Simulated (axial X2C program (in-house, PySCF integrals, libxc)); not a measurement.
Spin–orbit effects along a row: molecules with Na (ions), PBE0

Calculated with an axial X2C code built on PySCF integrals, spin-free (one-electron X2C) or two-component (2c: spin–orbit coupling with atomic mean-field Coulomb and Gaunt terms, which also bring small scalar terms), in Dyall basis sets with cores contracted in-house; open shells are unrestricted.

Basis sets: Ag dyall-cv3z, Cd dyall-cv3z, In dyall-cv3z, Mo dyall-cv3z, Na dyall-cv3z, Nb dyall-cv3z, Pd dyall-cv3z, Rh dyall-cv3z, Ru dyall-cv3z, Sb dyall-cv3z, Sn dyall-cv3z, Te dyall-cv3z, Zr dyall-cv3z.

| molecule | spin-free state | Re (Å) | ωe (cm⁻¹) | De (eV) | 2c state | Re 2c (Å) | ωe 2c (cm⁻¹) | De 2c (eV) |
| --- | --- | --- | --- | --- | --- | --- | --- | --- |
| NaZr⁺ | M_S = 1, Λ = 2 | 3.443 | 136.2 | 0.93 | Ω = 1 | 3.442 | 136.2 | n/a |
| NaNb⁺ | M_S = 5/2, Λ = 2 | 3.261 | 122.9 | 0.69 | Ω = 1/2 | 3.261 | 122.9 | n/a |
| NaMo⁺ | M_S = 3, Λ = 0 | 3.286 | 112.9 | 0.60 | Ω = 3 | 3.287 | 112.8 | 0.60 |
| NaRu⁺ | M_S = 2, Λ = 2 | 3.144 | 128.7 | 0.63 | Ω = 4 | 3.143 | 128.8 | n/a |
| NaRh⁺ | M_S = 3/2, Λ = 2 | 3.184 | 107.7 | 0.51 | Ω = 7/2 | 3.183 | 107.8 | n/a |
| NaPd⁺ | M_S = 0, Λ = 0 | 2.868 | 132.8 | 0.46 | Ω = 0 | 2.870 | 132.5 | 0.46 |
| NaAg⁺ | M_S = 1/2, Λ = 0 | 3.109 | 109.9 | 0.51 | Ω = 1/2 | 3.109 | 109.9 | 0.51 |
| NaCd⁺ | M_S = 0, Λ = 0 | 3.106 | 123.5 | 0.49 | Ω = 0 | 3.106 | 123.5 | 0.49 |
| NaIn⁺ | M_S = 1/2, Λ = 0 | 3.523 | 98.0 | 1.11 | Ω = 1/2 | 3.520 | 97.8 | n/a |
| NaSn⁺ | M_S = 1, Λ = 1 | 3.337 | 114.8 | 0.65 | Ω = 0 | 3.302 | 131.8 | n/a |
| NaSb⁺ | M_S = 3/2, Λ = 0 | 3.282 | 110.2 | 0.37 | Ω = 3/2 | 3.276 | 111.1 | 0.37 |
| NaTe⁺ | M_S = 1, Λ = 0 | 3.118 | 150.1 | 0.74 | Ω = 1 | 3.131 | 144.8 | 0.57 |

Fragments in 2c: Zr + Na+, Nb + Na+, Mo + Na+, Ru + Na+, Rh + Na+, Pd + Na+, Ag + Na+, Cd + Na+, In + Na+, Sn + Na+, Sb + Na+, Te + Na+. Each entry is the lowest single determinant of a limited PBE0 search at one distance. De goes to single-determinant-based atoms at the same level (for ions the charge split of lowest energy) and is withheld (n/a) where an atom does not fit its ground term or J level. Main or longest-lived isotopes. One determinant is a doubtful description, or other states lie close, for NaZr⁺, NaNb⁺, NaMo⁺, NaRu⁺, NaRh⁺, NaSn⁺, NaSb⁺, NaTe⁺; these need not be ground states, and all values refer to the states named. Some open-shell Ω = 0 determinants are out of reach, so the Ω given for NaMo⁺, NaRu⁺, NaTe⁺ need not be the lowest component. With several unpaired electrons the Ω given is that of one determinant, not necessarily of the lowest component. The functionals have no current term, which raises determinants with orbital currents. Where the atoms have a lower orbital projection than the molecule, De at mean-field level may be about a tenth of an eV too small. The lowest determinant changes configuration between the Hamiltonians for NaSn⁺, so two states are compared there.
